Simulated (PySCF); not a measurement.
C4H9O, SMILES CC(C)(C)[O], multiplicity 2. The structure is a stationary point at PBE0-D3(BJ)/def2-SVP. The isomer is the one that the SMILES or the coordinates give; other isomers of the formula were not compared.

Computed equilibrium geometry at PBE0-D3(BJ)/def2-SVP (PySCF confirms it by a frequency run) as a Z-matrix, and its point group:
point group Cs.
```
C
O 1 1.3697
C 1 1.5319 2 110.88
H 3 1.0995 1 110.13 2 -55.52
H 3 1.1004 4 108.15 1 -120.27
H 3 1.1006 4 108.97 5 -117.35
C 1 1.5319 2 110.88 3 124.70
H 7 1.0995 1 110.13 2 55.52
H 7 1.1004 8 108.15 1 120.27
H 7 1.1006 8 108.97 9 117.35
C 1 1.5472 2 103.05 3 -117.65
H 11 1.0987 1 110.50 2 60.37
H 11 1.0987 12 109.00 1 121.62
H 11 1.1001 12 109.14 13 119.11
```
Charge 0, spin multiplicity 2.
